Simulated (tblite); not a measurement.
**Question.** Give a GFN2-xTB geometry of InChI=1S/C6H16OSSi/c1-3-8(7)5-4-6(2)9/h6H,3-5H2,1-2,9H3/t6-,8+/m0/s1.

**Answer.** 
```
atom  x, y, z in Å
C1     4.0012    0.1064    0.6754
C2     2.8251    0.8688    0.1008
S3     1.4405   -0.3338   -0.2235
O4     1.1548   -0.9393    1.0798
C5     0.1579    0.9880   -0.4884
C6    -1.0791    0.4100   -1.1540
C7    -1.7253   -0.7265   -0.3587
C8    -2.8897   -1.3054   -1.1604
Si9   -2.2934   -0.1797    1.3855
H10    4.7871    0.7869    0.9971
H11    3.6671   -0.4734    1.5336
H12    4.4132   -0.5781   -0.0628
H13    2.4589    1.6130    0.8060
H14    3.0681    1.3383   -0.8504
H15   -0.0717    1.4010    0.4918
H16    0.6123    1.7490   -1.1216
H17   -1.8105    1.2122   -1.2975
H18   -0.8003    0.0425   -2.1479
H19   -0.9761   -1.5154   -0.2425
H20   -3.3254   -2.1577   -0.6450
H21   -2.5572   -1.6378   -2.1439
H22   -3.6695   -0.5590   -1.3024
H23   -1.1894   -0.1320    2.3349
H24   -3.3190   -1.1132    1.8554
H25   -2.8907    1.1594    1.2602
```

Orientation and origin are arbitrary. Atoms count from 1 in this order. Of the pairs four or more bonds apart, Si9···H15 is among the closest relative to their van der Waals radii: 2.87 Å, 87 % of the sum of Bondi's values. Si9 (SiH3 silicon) is tetrahedral (angles from 107.6° to 112.2°). S3 (sulfinyl sulfur) is pyramidal (angles 106.6°, 104.9° and 94.5°, sum 306.0°, 0.74 Å off the plane of its three neighbours).

Bonds between heavy atoms (Å): C1–C2 1.515, C2–S3 1.862, S3=O4 1.465, S3–C5 1.861, C5–C6 1.519, C6–C7 1.530, C7–C8 1.528, C7–Si9 1.914.

Computed geometry: GFN2-xTB, gas phase.

Point group: C1 (no symmetry element, even within 0.4 Å). Its GFN2-xTB frequencies are all real (lowest 25 cm⁻¹). The numbers are those of one conformer (C1–C2–S3–O4 59°, C2–S3–C5–C6 165°, S3–C5–C6–C7 58°, C5–C6–C7–C8 -176°). 3 starts were optimised and ended at 0.00, 0.67 and 0.73 kcal/mol (GFN2-xTB); the lowest of these is shown.

The run took 1.3 s of wall time on an Arm Neoverse V1 with one thread, shared host. These figures are those of the optimisation.
